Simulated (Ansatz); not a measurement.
System: TiF3, net charge 0, doublet state. The spin state was set by rule; other spins were not relaxed. SMILES: [Ti]([F])([F])[F]
Coordinates optimised at B3LYP-D3(BJ)/def2-TZVP (Ansatz, a first-principles code):
```
Ti
F 1 1.7797
F 1 1.7797 2 120.00
F 1 1.7797 2 120.00 3 -180.00
```
Charge 0, spin multiplicity 2.

Computed values are from Ansatz. Cores are frozen in the correlated levels unless marked. Open shells are spin-unrestricted. Spin-orbit coupling is left out. Frozen are the shells of the preceding noble gas and the d and f shells that filled before the atom's block. No relativistic terms. CBS marks a two-point X^-3 extrapolation of the correlation energy; Hartree-Fock from the larger set. The bracket is a focal-point correction in the basis named.

Q: What is the dipole moment at CCSD(T)/def2-SVPD?

A: 0.00 D.

Q: What is the T1 diagnostic at CCSD/def2-TZVPP?

A: 0.023.

Q: What is the atomisation energy De at RI-MP2/CBS(def2-TZVPP,def2-QZVPP)+[CCSD(T)-MP2]/def2-TZVPP?

A: 428.1 kcal/mol.

Q: What is the total energy at RI-MP2/CBS(def2-TZVPP,def2-QZVPP)+[CCSD(T)-MP2]/def2-TZVPP?

A: -1148.1567 Eh.
